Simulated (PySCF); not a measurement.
Which level of theory gave which numbers?

CH8B3NS.
Geometry (PBE0-D3(BJ)/def2-SVP, Å), atoms numbered from 1 in this order:
```
atom  x, y, z in Å
B1    -2.4620   -0.0054   -0.8733
N2    -1.3210    0.1677   -0.0151
B3    -1.5267    0.5278    1.3630
B4     0.0128   -0.0287   -0.5706
S5     1.4867    0.2029    0.4097
C6     2.7956   -0.1722   -0.7941
H7    -3.5671    0.1541   -0.4161
H8    -2.2999   -0.3053   -2.0318
H9    -0.5759    0.6831    2.0906
H10   -2.6515    0.6683    1.7756
H11    0.1342   -0.3557   -1.7260
H12    3.7526   -0.0980   -0.2612
H13    2.7888    0.5519   -1.6187
H14    2.6848   -1.1898   -1.1901
```

The closed-shell ground state was solved 7 times with PySCF (density fitting, gas phase), always in the pcSseg-1 basis (149 functions), with these functionals: BHandHLYP, CAM-B3LYP, HF, KT2, LC-wPBE, PBE0 and wB97X-D.

```tsv
row	total energy (Eh)	HOMO (eV)	LUMO (eV)	dipole (D)
P	-576.6845	-6.48	-2.47	1.85
Q	-570.0914	-7.53	-1.48	1.79
R	-568.6017	-10.02	2.24	1.63
S	-570.4073	-9.34	0.45	1.72
T	-570.2200	-10.16	0.83	1.73
U	-570.3706	-8.77	-0.34	1.72
V	-570.3631	-8.47	-0.36	1.67
```

Task: Which functional belongs to which row?

Result: P = KT2, Q = PBE0, R = HF, S = wB97X-D, T = LC-wPBE, U = CAM-B3LYP, V = BHandHLYP. By rising HOMO–LUMO gap: KT2 (GGA) 4.01 eV; PBE0 (global hybrid, 25 % exact exchange) 6.05 eV; BHandHLYP (global hybrid, 50 % exact exchange) 8.11 eV; CAM-B3LYP (range-separated hybrid) 8.43 eV; wB97X-D (range-separated hybrid) 9.79 eV; LC-wPBE (range-separated hybrid) 10.99 eV; HF (all exact exchange) 12.26 eV. Total energies of different functionals aren't bounds to one another; each is stationary for its own functional.

One conformer stands for the species.

wB97X-D is run here without its empirical dispersion term; that term would change no orbital, density or response property at a fixed geometry.
